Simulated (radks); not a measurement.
Values are calculated unless marked as measured or tabulated.
Question: Species: the rhodium ion Rh+. Configuration: [Kr] 4d6 5p2 (not the ground configuration). Level of theory: Dirac Kohn-Sham, PBEsol, spin-unpolarised, spherical densities, finite nucleus; open shells fill j = l - 1/2 first; Fermi nuclear charge, rms radius 4.4945 fm (a radial shooting solver on a logarithmic mesh with Libxc functionals). Some entries of the table are withheld. Estimate them.

| orbital | occ. | eigenvalue (eV) | <r^2> (bohr^2) | <1/r> (bohr^-1) |
|---|---|---|---|---|
| 1s1/2 | 2 | -23030.76 | (1) | (2) |
| 2s1/2 | 2 | -3354.841 | 0.02370 | 10.78 |
| 2p1/2 | 2 | -3108.128 | 0.01778 | 10.77 |
| 2p3/2 | 4 | -2963.653 | 0.01912 | 10.17 |
| 3s1/2 | 2 | -614.9179 | 0.1748 | 3.741 |
| 3p1/2 | 2 | -518.3673 | 0.1709 | 3.646 |
| 3p3/2 | 4 | -493.5017 | 0.1804 | 3.501 |
| 3d3/2 | 4 | -322.4179 | 0.1623 | 3.330 |
| 3d5/2 | 6 | -317.5109 | 0.1653 | 3.293 |
| 4s1/2 | 2 | -100.7821 | 1.073 | (3) |
| 4p1/2 | 2 | -71.1705 | 1.253 | (4) |
| 4p3/2 | 4 | -67.1483 | 1.324 | (5) |
| 4d3/2 | 4 | -22.5425 | 2.330 | 0.9559 |
| 4d5/2 | 2 | -22.0677 | 2.381 | 0.9449 |
| 5p1/2 | 2 | -9.4628 | 12.12 | 0.3898 |
| 5p3/2 | 0 | -9.1094 | 12.76 | 0.3785 |

Answer: 
(1) 1s1/2 <r^2> (bohr^2): 0.001439
(2) 1s1/2 <1/r> (bohr^-1): 47.03
(3) 4s1/2 <1/r> (bohr^-1): 1.418
(4) 4p1/2 <1/r> (bohr^-1): 1.301
(5) 4p3/2 <1/r> (bohr^-1): 1.257
